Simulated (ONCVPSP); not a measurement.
# Ranking ONCV potentials for antimony

All share these settings but for the change named:

```json
{"Element": "antimony", "Generator": "ONCVPSP 4.0.1", "Type": "optimised norm-conserving Vanderbilt (ONCV)", "Functional": "PBEsol", "Relativity": "scalar-relativistic", "Frozen core": "[Ar] 3d10", "Valence charge": "23", "Reference configuration": "4s2 4p6 4d10 5s1.5 5p3.5", "Partial waves": "4s+5s: rc 1.50 bohr, ncon 4, nbas 8, qcut 9.6 1/bohr, 3 projectors, debl 0.9 Ha; 4p+5p: rc 1.60 bohr, ncon 5, nbas 8, qcut 8.7 1/bohr, 2 projectors; 4d: rc 1.05 bohr, ncon 4, nbas 7, qcut 9.3 1/bohr, 3 projectors, debl 2.3 Ha", "Local potential": "polynomial inside 0.70 bohr (lpopt 4, dvloc0 0 Ha)", "Core correction": "Teter function, fcfact 2.5, rcfact 1.05"}
```

Test errors are all-electron minus pseudo excitation energies from the reference, over 4s2 4p6 4d10 5s2 5p3; 4s2 4p6 4d10 5s2 5p2; 4s2 4p6 4d10 5s2 5p1; 4s2 4p6 4d10 5s1 5p3. None of these files shows a bound ghost.

The base gives 5.3 meV.

Of 9 variants that were run, those that failed, showed a ghost or another fault, or gave nearly equal values are left out.

A variant can come out equal or close to the base, since the largest error may sit in a test that the change hardly touches while other tests move.

Rank these variants by their largest absolute test error, smallest first.
A. p: rc 1.7
B. p: rc 1.4
C. p: rc 1.14

C (4.1 meV), B (4.8 meV), A (5.5 meV).
